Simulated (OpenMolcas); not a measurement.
# Ce3+ in Cs2NaYBr6: curves along the breathing mode

Ce3+ with its 6 nearest bromide ions, on the Y site of Cs2NaYBr6 (a = 11.3047 Å, distance in the model lattice 2.765 Å). The rest of the host is ab initio model potentials to 7.6 Å, with orthogonalisation functions on the cations behind the ligands, and point charges beyond; the distance is set by hand and nothing relaxes. Ligand basis ANO-RCC-VDZP.

| Property | Result |
| --- | --- |
| Program | OpenMolcas |
| Method | SS-CASPT2, IPEA 0.25 Eh, imaginary shift 0.1 Eh (closed shells correlated: 5s 5p and the ligand valence shells) |
| Basis | ANO-RCC-VDZP [7s6p4d2f1g] |
| Scalar Hamiltonian | DKH2, point nucleus |
| Active space | 1 electron in 7 orbitals (4f) |
| State averaging | 2S+1 = 2 odd, 7 roots |
| Spin-orbit coupling | state interaction with AMFI integrals over the reference wave functions |

Spin-free energies (labels of O, the rotations of Oh) in cm-1 above the lowest fitted minimum, as all ligands move together:

| R (Å) | 2A2 | 2T2 | 2T1 |
| --- | --- | --- | --- |
| 2.677 | 4480 | 4610 | 5540 |
| 2.74 | 910 | 1010 | 1780 |
| 2.803 | 20 | 90 | 800 |
| 2.866 | 1500 | 1540 | 2260 |
| 2.929 | 5090 | 5110 | 5620 |
| 2.992 | 10620 | 10620 | 11210 |
| 3.055 | 18000 | 17970 | 18410 |

Cubic fits give the following; the wavenumber is harmonic, with the mass of all moving ligands, small differences in it between states hang on the degree of the fit, a number in brackets counts states of one label, and the table is a selection of at most 14 states with clean curves.

| State | R0 (Å) | Breathing mode (cm-1) | Minimum (cm-1) |
| --- | --- | --- | --- |
| 2A2 | 2.795 | 206 | 0 |
| 2T2 | 2.796 | 206 | 70 |
| 2T1 | 2.798 | 207 | 790 |

For an f ion spin-orbit coupling outweighs the ligand field, so these spin-free curves are not those of observable levels.

Roots that are degenerate in the reference are averaged as groups; the widest CASPT2 spread within a group is 220 cm-1 (the 3-fold group of multiplicity 2 near 758 cm-1 above the lowest state of its run, R = 2.866). Shifts and gaps below about the spread of the groups concerned are not significant. Over all roots computed the reference weight is 0.69 in R = 2.677, 0.69 in R = 2.74, 0.70 in R = 2.803, 0.70 in R = 2.866, 0.70 in R = 2.929, 0.70 in R = 2.992, 0.70 in R = 3.055; a low but even weight reflects the number of correlated electrons. Splittings of an f shell from a small cluster at a set distance can be off by tens of per cent, mostly too small. No measured value stands beside these numbers.
